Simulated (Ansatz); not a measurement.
Harmonic frequencies (cm⁻¹) at PBE0-D4/def2-TZVP from Ansatz: 17, 100, 200, 276, 371, 476, 538, 601, 667, 700, 773, 855, 914, 1058, 1124, 1422, 1962, 2679, 3042, 3093, 3947.

Each molecule was computed in one conformer, which needn't be the lowest.

Question: Which molecule is it?
A. `[OH][AlH][CH2]S`
B. `B[BH][GeH3]`
C. `C[O][AlH][SH]`
D. `[AlH2][O]CS`

Answer: A.
